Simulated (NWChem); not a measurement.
Species: C2H6NO cation; SMILES CC(N)=[OH+]

```xyz
10

C      0.1849    -1.4055    -0.0001
C     -0.0070     0.0615     0.0001
N      0.9892     0.8984     0.0000
O     -1.1873     0.5901     0.0000
H     -0.3037    -1.8370     0.8888
H      1.2442    -1.6875     0.0049
H     -0.2972    -1.8366    -0.8928
H      0.8181     1.9041    -0.0001
H      1.9515     0.5740    -0.0003
H     -1.9059    -0.0620     0.0003
```
Atoms are numbered in this order, from 1.

Program: NWChem. Coordinates come from a PBE0/def2-SVP optimisation. B3LYP is NWChem's, with the RPA form of VWN correlation.

**Question.** Among these, which level gives the highest value of “highest occupied level (eV)”?
A) B3LYP/STO-3G
B) B3LYP/pcseg-2
C) B3LYP/aug-pcseg-1
D) B3LYP/def2-SVP

**Answer.** A, B3LYP/STO-3G. Values: B3LYP/pcseg-2 -15.00; B3LYP/aug-pcseg-1 -15.00; B3LYP/def2-SVP -14.90; B3LYP/STO-3G -13.37
